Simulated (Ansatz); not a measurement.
Compare A (`B[SiH](C)CF`) with its isomer B (`BC(C)(F)[SiH3]`).

Gas-phase electronic energies from Ansatz, PBE0-D4/def2-TZVP geometries. CCSD(T)/CBS adds triple-zeta CCSD(T) − MP2 to the extrapolated MP2 energy (def2 sets, frozen cores). DFT in def2-TZVPP. B3LYP here is the variant with VWN-RPA as its local correlation; programs differ in this. One conformer a species, not always the lowest.

Which isomer does CCSD(T)/CBS put lower? Give the gap. (An estimate is asked.)

Ansatz gave: B, by 0.5 kcal/mol.

Give E(B) − E(A) in kcal/mol with HF/def2-TZVPP, CCSD(T)/def2-SVP, LDA (SPW92), B2PLYP, BLYP-D4, B3LYP, B3LYP-D4. (Estimate.)

Ansatz gave: HF/def2-TZVPP 4.4, CCSD(T)/def2-SVP -3.9, LDA (SPW92) -7.8, B2PLYP -0.4, BLYP-D4 -1.9, B3LYP 0.2, B3LYP-D4 -0.9. The order is the other way round with HF/def2-TZVPP, B3LYP.

Does the order hold for the free energy at 298.15 K (harmonic terms from PBE0-D4)? (An estimate is asked.)

The calculation gave: Yes: G(B) − G(A) = -0.9 kcal/mol, for one conformer each.

Largest T1 diagnostic: 0.013.

At CCSD(T), def2-SVP lies −3.4 kcal/mol from the extrapolated value and def2-TZVPP −0.1 kcal/mol. In def2-TZVPP, CCSD(T) changes the Hartree–Fock value by −5.0 kcal/mol (the triples alone add −1.2 kcal/mol) and MP2 by −6.0 kcal/mol.
